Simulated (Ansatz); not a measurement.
Consider the ligand exchange at the Si–C bond: `[OH][SbH][CH2][SiH3]` + `CCBO` → `CCBO[SiH3]` + `[CH3][SbH][OH]`.

Computed with Ansatz on PBE0-D4/def2-TZVP structures; ΔE is electronic, products minus reactants. CCSD(T)/CBS adds triple-zeta CCSD(T) − MP2 to the extrapolated MP2 energy (def2 sets, frozen cores). Elements past krypton have def2 core potentials. For Sb outer-core shells are correlated without core-valence functions, which leaves a few kJ/mol of doubt a bond. Each species was taken in one conformer, which may not be the lowest.

```
               species  CCSD/def2-TZVPP energy (Eh)
`[OH][SbH][CH2][SiH3]`                   -645.99648
                `CCBO`                   -180.21977
          `CCBO[SiH3]`                   -470.50176
      `[CH3][SbH][OH]`                   -355.74535
```

(1) Work out ΔE.

(2) What do rigid-rotor, harmonic-oscillator terms from PBE0-D4/def2-TZVP frequencies (298.15 K, 1 bar) make of the CCSD(T)/CBS value? (An estimate is asked.)

Largest T1 diagnostic among the species: 0.014.

## Answers

(1) ΔE = (-470.50176) + (-355.74535) − (-645.99648) − (-180.21977) = -0.03086 Eh = -81.0 kJ/mol. CCSD(T)/CBS gives -77.9 kJ/mol.

(2) Computed: ΔZPE = -2.6 kJ/mol, ΔH = -79.2 kJ/mol, ΔS = 15 J/(mol·K), ΔG = -83.5 kJ/mol. Modes under 50 cm⁻¹ make the entropy rough.

Leaving LDA and LC-ωPBE aside and taking each functional with its dispersion term where it has one, the values, not all of them listed here, spread over 22.7 kJ/mol, from BHLYP-D4 to revPBE-D4. LDA lies +5.6 kJ/mol from PBE without D4. From PBE to PBE0 (25 % exact exchange), in def2-TZVPP and without D4, ΔE moves by −4.5 kJ/mol.
